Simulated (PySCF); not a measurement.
# Nuclear quadrupole coupling in `C[Si](C)(C)c1cpcs1`

Species: C6H11PSSi.
Atom-mapped SMILES: `[CH3:1][Si:2]([CH3:3])([CH3:4])[c:5]1[cH:6][p:7][cH:8][s:9]1` (hydrogens: H10, H11, H12 on C1; H13, H14, H15 on C3; H16, H17, H18 on C4; H19 on C6; H20 on C8)

Cartesian coordinates in Å at the GFN2-xTB level; atoms count from 1:
```
atom  x, y, z in Å
C1    -1.642   -1.208   -1.028
Si2   -0.750    0.136   -0.017
C3    -1.365    0.138    1.786
C4    -0.986    1.856   -0.805
C5     1.109   -0.232    0.008
C6     1.778   -1.187   -0.688
P7     3.528   -1.320   -0.496
C8     3.578   -0.027    0.611
S9     2.108    0.753    1.017
H10   -1.307   -1.224   -2.060
H11   -1.480   -2.196   -0.609
H12   -2.712   -1.027   -1.036
H13   -2.412    0.422    1.843
H14   -0.800    0.840    2.393
H15   -1.266   -0.843    2.241
H16   -0.634    1.876   -1.832
H17   -2.033    2.144   -0.812
H18   -0.439    2.616   -0.254
H19    1.251   -1.855   -1.350
H20    4.469    0.348    1.084
```

Field gradients from the PBE0/pcSseg-1 density (PySCF, non-relativistic), principal values in atomic units, ordered |Vxx| ≤ |Vyy| ≤ |Vzz|:

```
atom      Vxx      Vyy     Vzz
  S9  -0.5365  -1.2075  1.7440
```

**Question.** Find the asymmetry η = (Vxx − Vyy)/Vzz and the couplings χ = eQV/h (234.96 MHz × Q in barn × V in au), with Q(33S) = −0.0678 b.

**Answer.** 
```csv
atom,environment,nucleus,η,χzz (MHz),χxx (MHz),χyy (MHz)
S9,thiophene-type sulfur,33S,0.38,-27.78,8.55,19.24
```

**Question.** What is Vzz at S9 in SI units (1 au = 9.71736 × 10²¹ V/m²)?

**Answer.** 1.7440 au = 16.947 × 10²¹ V/m².

**Question.** And the gradient at the other heavy atoms, for which no coupling is worked out here?

**Answer.** 
```json
{"atom": "C1", "environment": "Si-methyl carbon", "Vzz (au)": "-0.053", "η": "0.15"}
{"atom": "Si2", "environment": "four-coordinate silicon", "Vzz (au)": "0.215", "η": "0.04"}
{"atom": "C3", "environment": "Si-methyl carbon", "Vzz (au)": "-0.053", "η": "0.14"}
{"atom": "C4", "environment": "Si-methyl carbon", "Vzz (au)": "-0.052", "η": "0.12"}
{"atom": "C5", "environment": "substituted aromatic carbon", "Vzz (au)": "-0.336", "η": "0.13"}
{"atom": "C6", "environment": "aromatic CH carbon", "Vzz (au)": "0.254", "η": "0.26"}
{"atom": "P7", "environment": "phosphorus bonded to 2 C", "Vzz (au)": "-1.202", "η": "0.03"}
{"atom": "C8", "environment": "aromatic CH next to a ring sulfur", "Vzz (au)": "-0.273", "η": "0.08"}
```

**Question.** What couplings would deuterons (Q(2H) = 0.00286 b) have in place of the hydrogens, at this geometry?

**Answer.** 
```json
{"atom": "H10", "bonded to": "C1", "bond length (Å)": "1.085", "Vzz (au)": "0.3267", "η": "0.02", "χzz (kHz)": "220"}
{"atom": "H11", "bonded to": "C1", "bond length (Å)": "1.086", "Vzz (au)": "0.3261", "η": "0.02", "χzz (kHz)": "219"}
{"atom": "H12", "bonded to": "C1", "bond length (Å)": "1.085", "Vzz (au)": "0.3275", "η": "0.01", "χzz (kHz)": "220"}
{"atom": "H13", "bonded to": "C3", "bond length (Å)": "1.086", "Vzz (au)": "0.3271", "η": "0.01", "χzz (kHz)": "220"}
{"atom": "H14", "bonded to": "C3", "bond length (Å)": "1.086", "Vzz (au)": "0.3252", "η": "0.01", "χzz (kHz)": "219"}
{"atom": "H15", "bonded to": "C3", "bond length (Å)": "1.086", "Vzz (au)": "0.3254", "η": "0.01", "χzz (kHz)": "219"}
{"atom": "H16", "bonded to": "C4", "bond length (Å)": "1.086", "Vzz (au)": "0.3253", "η": "0.01", "χzz (kHz)": "219"}
{"atom": "H17", "bonded to": "C4", "bond length (Å)": "1.086", "Vzz (au)": "0.3271", "η": "0.01", "χzz (kHz)": "220"}
{"atom": "H18", "bonded to": "C4", "bond length (Å)": "1.086", "Vzz (au)": "0.3250", "η": "0.01", "χzz (kHz)": "218"}
{"atom": "H19", "bonded to": "C6", "bond length (Å)": "1.079", "Vzz (au)": "0.3348", "η": "0.06", "χzz (kHz)": "225"}
{"atom": "H20", "bonded to": "C8", "bond length (Å)": "1.076", "Vzz (au)": "0.3422", "η": "0.09", "χzz (kHz)": "230"}
```

Geometry: GFN2-xTB; no solvent, vibrations or thermal averaging. GFN2-xTB bond lengths can be off by several hundredths of an ångström, more for odd bonds, and the gradients follow them. The small basis limits the accuracy of the gradients.

The run behind these numbers computed NMR shieldings as well. Hardware: one thread, x86-64 server, no GPU, shared host. Cost: 41 s wall.
